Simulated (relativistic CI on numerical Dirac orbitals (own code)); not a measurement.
**What each ingredient does to the levels of P6+**

Base calculation: Dirac-Coulomb-Breit CI, KLI orbitals optimised for each configuration, model QED, unscaled Slater integrals.

Configuration list (outside the closed core 1s2): 2s²2p⁵, 2s2p⁶, 2s²2p⁴3s, 2s²2p⁴3p, 2s²2p⁴3d, 2p⁶3s, 2p⁶3p, 2s2p⁵3s, 2p⁶3d, 2s²2p⁴4s, 2s²2p⁴4p, 2s2p⁵3p, 2s²2p⁴4d, 2s²2p⁴4f, 2s2p⁵3d, 2s²2p³3s². Levels of other configurations are missing.

Variants: (1) valence Slater integrals scaled by 0.9; (2) QED terms removed; (3) non-relativistic limit. Shifts of the energy above 2s²2p⁵ ²P°3/2, in cm⁻¹, for the lowest level and the first level of each name with at least 55 % of one term (blank where a level changes its place among those of its configuration and J or its character, or is not in the variant):

| Level | Base | Δ(1) | Δ(2) | Δ(3) | Measured |
| --- | --- | --- | --- | --- | --- |
| 2s²2p⁵ ²P°3/2 | 0 | 0 | 0 | 0 | 0 |
| 2s²2p⁵ ²P°1/2 | 7233 | -1 | -20 | -7233 | 7273 |
| 2s2p⁶ ²S1/2 | 468146 | +1060 | +385 | -10450 |  |
| 2s²2p⁴3s ⁴P5/2 | 1251175 | +3336 | -116 | +1956 | 1259730 |
| 2s²2p⁴3s ⁴P3/2 | 1255561 | +3310 | -128 | -2430 | 1264170 |
| 2s²2p⁴3s ⁴P1/2 | 1258120 | +3329 | -135 | -4989 |  |
| 2s²2p⁴3s ²P3/2 | 1270332 | +1506 | -119 | +750 | 1277380 |
| 2s²2p⁴3s ²P1/2 | 1275489 | +1473 | -132 | -4408 | 1282550 |
| 2s²2p⁴3s ²D5/2 | 1311251 | -2367 | -126 | -1091 |  |
| 2s²2p⁴3s ²D3/2 | 1311349 | -2360 | -126 | -1189 |  |
| 2s²2p⁴3p ⁴P°5/2 | 1342280 | +4647 | -42 | -797 |  |
| 2s²2p⁴3p ⁴P°3/2 | 1343640 | +4593 | -45 | -2157 |  |
| 2s²2p⁴3p ⁴P°1/2 | 1345528 | +4664 | -51 | -4045 |  |
| 2s²2p⁴3p ⁴D°7/2 | 1354639 | +3082 | -44 | +109 |  |

At this charge configurations can still be misplaced by up to about 7 % of their energy. 13 of the 15 excited levels that our extract of the measured tables holds in this range could be paired (the sources list more); they are missed by 6554 cm⁻¹ on average and 11425 at most, and levels without a partner can miss by more.

Measured levels: Martin, Zalubas and Musgrove, J. Phys. Chem. Ref. Data 14, 751 (1985).

Ionisation energy from the two ground configurations alone: base 261.979 eV; valence Slater integrals scaled by 0.9 262.294 eV. The NIST ASD value (semi-empirical) is 263.57 eV.
